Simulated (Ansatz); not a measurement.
`C[NH][Ga]([F])[F]`, 9 atoms. Total charge 0; spin multiplicity 1. Correlated methods include outer-core shells of Ga, which these sets cover unevenly. Scalar relativity is left out up to krypton. All runs use 4 threads of an Arm Neoverse V1 on a shared host. Correlated methods freeze the cores.

Question: How many basis functions does each run have, and how long does it take in Ansatz? RHF-CCSD(T)/def2-SVP energy; RKS PBE0-D4/def2-TZVP relaxation (12 steps); RKS CAM-B3LYP-D4/def2-TZVPP energy; RKS BHLYP-D4/def2-TZVPP energy; RHF-MP2/def2-QZVPP energy; RKS ωB97M-V/def2-QZVPP energy; RKS PBE-D4/def2-TZVPP energy and forces; RKS HSE06 (plane-wave form)-D4/def2-TZVPP energy; direct RPA on PBE orbitals/def2-TZVPP energy; RKS PBE0-D4/def2-QZVPP energy; RHF-CCSD(T)/def2-TZVPP energy; RKS PBE0-D4/def2-SVP energy. (An estimate is asked.)

Answer: Computed: Other jobs shared the machine, so times are rough.

```csv
level,job,functions,wall time,peak host memory (GiB)
RKS PBE0-D4/def2-SVP,energy,108,1.2 s,0.23
RKS PBE-D4/def2-TZVPP,energy and forces,228,2.2 s,0.28
RKS BHLYP-D4/def2-TZVPP,energy,228,2.8 s,0.59
RKS HSE06 (plane-wave form)-D4/def2-TZVPP,energy,228,2.9 s,0.59
RKS CAM-B3LYP-D4/def2-TZVPP,energy,228,3.1 s,0.63
direct RPA on PBE orbitals/def2-TZVPP,energy,228,5 s,0.54
RHF-CCSD(T)/def2-SVP,energy,108,7.5 s,0.54
RKS PBE0-D4/def2-QZVPP,energy,437,8 s,1.5
RKS ωB97M-V/def2-QZVPP,energy,437,17 s,1.8
RHF-MP2/def2-QZVPP,energy,437,19 s,2.3
RKS PBE0-D4/def2-TZVP,relaxation (12 steps),196,40 s,0.52
RHF-CCSD(T)/def2-TZVPP,energy,228,2.8 min,4.2
```
